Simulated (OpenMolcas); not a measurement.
Ru+.

```json
{
  "Program": "OpenMolcas",
  "Method": "CASSCF",
  "Basis": "ANO-RCC-VTZP [7s6p4d2f1g]",
  "Scalar Hamiltonian": "DKH2, point nucleus",
  "Active space": "7 electrons in 11 orbitals (4d 5s 5d)",
  "State averaging": "2S+1 = 4 even, 15 roots; 2S+1 = 6 even, 5 roots kept (CI in the orbitals of an earlier block); 2S+1 = 2 even, 28 roots kept (CI in the orbitals of an earlier block)",
  "Spin-orbit coupling": "RASSI with atomic mean-field integrals over the reference wave functions, term energies averaged over their components"
}
```

Levels without dynamic correlation, in cm-1 above 4d7 4F 9/2:

| Level | E |
| --- | --- |
| 4d7 2H 11/2 | 17347 |
| 4d7 4P 5/2 | 10959 |
| 4d7 2G 9/2 | 12833 |

On this reference, SS-CASPT2, IPEA 0.25 Eh, imaginary shift 0.1 Eh (closed shells correlated: 4s 4p) puts 4d7 2H 11/2 at 15360 cm-1.

Q: Estimate the other levels at that method by one scale factor, and say how well it serves.

A: The factor is 15360 / 17347 = 0.885. Scaled values beside those that SS-CASPT2 gives and measured ones (NIST Handbook of Basic Atomic Spectroscopic Data):
| Level | Scaled | SS-CASPT2 | Miss (%) | Measured |
| --- | --- | --- | --- | --- |
| 4d7 4P 5/2 | 9699 | 8170 | +18.7 | 8257 |
| 4d7 2G 9/2 | 11357 | 11170 | +1.7 |  |
For these levels the scaled values miss SS-CASPT2 by up to 18.7 %, as correlation changes each term by its own factor, spin-orbit parts do not scale and CASPT2 has its own spread within terms. This holds within one configuration; levels of others move differently, and the target method has errors of its own against measurement.

Term energies are means over components that CASPT2 splits; among the terms shown or strongly mixed into the levels shown the widest spread is 400 cm-1 (4d7 4F, SS-CASPT2). Terms from blocks run as CI alone lack orbitals of their own. Active for correlation alone: 5d; no level in the range computed is led by a configuration that fills it, so any true level of that kind is missing. Without dynamic correlation excited terms often stand tens of per cent too high (terms of higher spin than the ground term too low), and those without a measured partner can miss by more than the paired ones (holds for CASSCF). Measured partners are found by configuration, term and J. A level has none where our copy of the source lacks it or the pairing is in doubt (some pairs that miss far off the trend of their configuration count as doubtful), and it then counts in no deviation. Only configurations of the active space appear.
